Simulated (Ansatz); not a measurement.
The Sn1–H2 bond of H2Sn (SMILES [SnH2]) is stretched (multiplicity 1, the rest rigid).
Geometry at rest (charge 0, multiplicity 1):
```xyz
3

Sn     0.00659    -0.00056     0.04773
H     -0.17502    -1.25086    -1.20678
H     -0.15443     1.27894    -1.17987
```

Correlated levels freeze the cores. Filled d and f shells under p-block atoms count as core.

Run with Ansatz (a program for electronic structure) with Gaussian orbitals.  In def2 rows elements past Kr take small-core potentials, without spin–orbit coupling.

Energies above the point at 1.780 Å (the B3LYP-D3(BJ) bond length), FCI/def2-SVP (kcal/mol): 5.49 at 1.602 Å; 3.01 at 1.959 Å; 61.58 at 5.697 Å.

Task: Take the last value as the depth D of a Morse curve D(1 − e^(−a(R − R₀)))², fit a and R₀ to the two near points, and test it at 2.404 and 3.116 Å.

Result: 
With D = 61.6, both near points (counted from the curve's value at 1.780 Å) are met by a = 1.44 Å⁻¹ and R₀ = 1.784 Å, so k = 2Da² = 254 kcal/(mol Å²). The curve then gives 21.4 and 44.7 kcal/mol; the level itself gives 22.5 and 48.7, so Morse is off by -1.1 and -4.0.
